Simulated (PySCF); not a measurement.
Zr(Cl)3(NH2) (Cl3H2NZr), SMILES [Cl][Zr]([Cl])([NH2])[Cl], multiplicity 1.

Geometry optimised at PBE0-D3(BJ)/def2-SVP. The spin state was assumed, not searched. The structure was generated by enumeration; whether it is a known compound was not checked. The def2 effective core potentials stand for the cores of Zr; spin–orbit coupling is left out. One conformer was computed; it need not be the lowest.

The numbers are results of TDA-PBE/def2-SVPD (PySCF 2.14.0), not measurements.

Vertical excitations. Isolated molecule, no solvent.

Computed excitation energies, oscillator strengths and character:
```tsv
state	energy (eV)	λ (nm)	f	main pairs
S1	4.02	308	0.004	HOMO→LUMO 99 %
S2	4.59	270	0.017	HOMO→LUMO+1 90 %
S3	4.83	257	0.000	HOMO→LUMO+2 99 %
S4	4.93	252	0.014	HOMO−1→LUMO 89 %
S5	5.10	243	0.000	HOMO−2→LUMO 95 %
S6	5.22	237	0.007	HOMO−3→LUMO 90 %
S7	5.29	235	0.003	HOMO−1→LUMO+1 77 %, HOMO−4→LUMO 19 %
S8	5.43	228	0.007	HOMO−4→LUMO 59 %, HOMO−3→LUMO+1 28 %
S9	5.57	222	0.001	HOMO−2→LUMO+1 68 %, HOMO−1→LUMO+2 24 %
S10	5.66	219	0.001	HOMO−6→LUMO 90 %
T1	3.91	317	0	HOMO→LUMO 100 %
T2	4.21	295	0	HOMO→LUMO+1 96 %
T3	4.70	264	0	HOMO−1→LUMO 98 %
T4	4.74	262	0	HOMO→LUMO+2 99 %
```
Triplets are in the Tamm–Dancoff approximation.
